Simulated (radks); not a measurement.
Cr III, 22 electrons, occupied as [Ar] 3d4. All-electron calculation, non-relativistic Kohn-Sham, PBEsol, spin-polarised, spherical densities, point nucleus; open shells are filled with parallel spins first; hard spherical wall at 2.5 bohr. Program: a radial shooting solver on a logarithmic mesh with Libxc functionals.

Radial electron density D(r) = 4 pi r^2 rho(r):

r (bohr),D(r) (e/bohr),spin D(r)
0.005155,2.425,-0.000236
0.00645,3.567,-0.000347
0.008069,5.166,-0.000502
0.0101,7.338,-0.000714
0.01263,10.17,-0.000990
0.0158,13.69,-0.00133
0.01977,17.74,-0.00173
0.02473,21.95,-0.00217
0.03119,25.78,-0.00262
0.03902,28.11,-0.00303
0.04882,28.38,-0.00344
0.06107,26.54,-0.00388
0.0764,23.68,-0.00401
0.09559,21.89,-0.00181
0.1196,23.02,0.00953
0.1496,26.97,0.0472
0.1887,30.83,0.151
0.2361,30.17,0.371
0.2953,23.92,0.776
0.3695,15.68,1.41
0.4622,10.94,2.23
0.5783,11.44,3.08
0.7235,13.59,3.64
0.9051,13.11,3.64
1.141,9.353,3.00
1.428,4.982,1.99
1.787,1.784,0.888
2.235,0.2080,0.120

D(r) has 3 maxima, at r = 0.0447, 0.206, 0.790 bohr, and minima at 0.0995, 0.501 bohr, inside which lie 2.14, 10.61 electrons.
